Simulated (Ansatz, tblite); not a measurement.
Dissociation curve of SMILES [SiH3]S (H4SSi). The Si1–S5 bond (Si1 also carries H, H, H; S5 carries H) is varied alone, starting from the PBE0/def2-TZVP optimised geometry.

GFN2-xTB, 300 K electronic temperature (tblite); UCCSD(T) = CCSD(T) on UHF/cc-pVTZ, frozen core (Ansatz, a quantum-chemistry and plane-wave program).

Energies relative to the lowest point of each curve near equilibrium, in kJ/mol; the last columns give the difference from UCCSD(T):

```csv
R / Å,GFN2-xTB,UCCSD(T),GFN2-xTB − UCCSD(T)
1.74,327.3,244.8,82.4
1.81,182.3,150.5,31.8
1.92,60.5,58.4,2.1
2.03,11.5,13.8,-2.3
2.10,1.2,2.2,-1.0
2.14,0.0,0.0,0.0
2.20,2.6,1.4,1.3
2.26,9.2,7.2,2.0
2.38,29.8,28.6,1.2
2.50,55.8,57.8,-2.0
2.68,98.2,107.9,-9.7
2.90,149.4,171.7,-22.3
3.23,216.2,259.7,-43.5
3.52,259.7,314.4,-54.7
3.88,292.2,345.3,-53.1
4.33,311.6,356.9,-45.3
4.70,318.6,359.9,-41.3
5.33,323.9,361.6,-37.7
5.78,326.3,362.0,-35.7
6.33,—,362.2,—
7.44,—,362.4,—
```

GFN2-xTB is furthest from UCCSD(T) at 1.74 (82.4 kJ/mol, above); its mean absolute difference over the points is 24.7 kJ/mol.

Dashes: no converged value, or the column stops at the first point that the program doubted or that broke a chosen test of continuity, which isn't proof of a fault.

The unrestricted determinant behind UCCSD(T) is spin-contaminated at 2.90 to 7.44 Å (<S²> up to 1.0, against 0.00 for a pure singlet).
